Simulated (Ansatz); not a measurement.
The cluster Au₄F₃. Charge 0, multiplicity 2. Geometry PBE-D4/def2-SVP; atoms count from 1.

```xyz
7

Au   -1.2748   -0.6016    0.1911
Au    1.4074    0.9339   -1.2197
Au    1.0030    0.0939    1.2734
Au   -0.8600   -1.1085    2.7587
F    -3.0128   -1.1526   -0.5617
F    -0.4203    0.2940   -1.7704
F     3.1575    1.5409   -0.6714
```

In the def2 sets Au takes a core potential; there is no spin–orbit coupling. No other spin state of charge 0 was run. Another isomer (doublet) lies 0.30 eV lower at PBE0-D4/def2-TZVP; other spin states weren't run for this one.

Estimate the Mulliken populations from the PBE0/def2-TZVP orbitals of Ansatz.


| atom | charge (e) | spin (α − β) | d electrons |
| --- | --- | --- | --- |
| Au1 | 0.39 | 0.39 | 9.47 |
| Au2 | 0.69 | 0.18 | 9.38 |
| Au3 | 0.11 | 0.08 | 9.79 |
| Au4 | 0.26 | 0.08 | 9.80 |
| F5 | -0.46 | 0.19 | – |
| F6 | -0.50 | 0.06 | – |
| F7 | -0.48 | 0.02 | – |
Mulliken values and Mayer orders depend strongly on the basis.

Where does the spin sit?

Summed by element: Au 0.73, F 0.27, of 1 unpaired in all. Largest on single atoms: Au1 0.39, F5 0.19, Au2 0.18.

And the Mayer bond orders between bonded heavy atoms (over 0.3)?

Au1–Au3 0.59 (2.62 Å); Au1–Au4 0.65 (2.65 Å); Au1–F5 0.65 (1.97 Å); Au2–Au3 0.43 (2.66 Å); Au2–F6 0.46 (2.01 Å); Au2–F7 0.64 (1.93 Å); Au3–Au4 0.54 (2.67 Å).
